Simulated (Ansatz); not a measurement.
H₂MoO₄, charge +1, doublet, at a GFN2-xTB geometry (such geometries of metal compounds can be far from the true shape) (the multiplicity is a formal guess) (core potentials on Mo); BLYP/def2-SVP in Ansatz (an electronic-structure program).

The Ansatz input:
Ansatz 0.2 input:
```yaml
crystal:
  periodic: [false, false, false]
  atoms:
    - {symbol: Mo, position_ang: [0.02200541, 0.00039850, 0.00270711]}
    - {symbol: O, position_ang: [1.14949341, 0.77607800, -0.94994252]}
    - {symbol: O, position_ang: [0.91200316, -0.73874567, 1.20354810]}
    - {symbol: O, position_ang: [-0.79524659, -1.18535165, -0.92150949]}
    - {symbol: H, position_ang: [-1.18774506, -1.89469755, -1.46376796]}
    - {symbol: O, position_ang: [-1.03658332, 1.15217843, 0.69615754]}
    - {symbol: H, position_ang: [-1.57381537, 1.84468753, 1.12404044]}
basis:
  gaussian:
    orbitals: def2-SVP
    nuclear_model: gaussian
hamiltonian:
  xc: blyp
total_charge: 1
magnetization: {spin_polarized: true, initial_magnetization: 1}
```

It wrote (shortened):

```
Functional definition: BLYP
991 factors; their error is unknown
mean field evaluation 1: about -10035.3324 eV, gradient 9.0e1 eV
mean field evaluation 2: about -9861.3302 eV, gradient 2.2e2 eV
mean field evaluation 4: about -10048.2548 eV, gradient 5.6e1 eV
mean field evaluation 8: about -10062.4232 eV, gradient 4.1e-1 eV
mean field evaluation 16: about -10062.3909 eV, gradient 1.0e-2 eV
mean field evaluation 32: about -10062.3909 eV, gradient 6.7e-2 eV
mean field evaluation 64: about -10061.7523 eV, gradient 1.4e0 eV
mean field evaluation 96: about -10062.3331 eV, gradient 3.7e0 eV
mean field -10062.39090323 eV, -369.7860451602 hartree, gradient 1.2e-5 eV, S^2 0.764895; 13 other end points of the search recorded, 0 dependent functions left out
reference -10062.39128915 eV, -369.7860593425 hartree; 24, 23 occupied and 73, 74 virtual orbitals, 991 factors
Total energy: -10062.39128915 eV, -369.7860593425 hartree
```
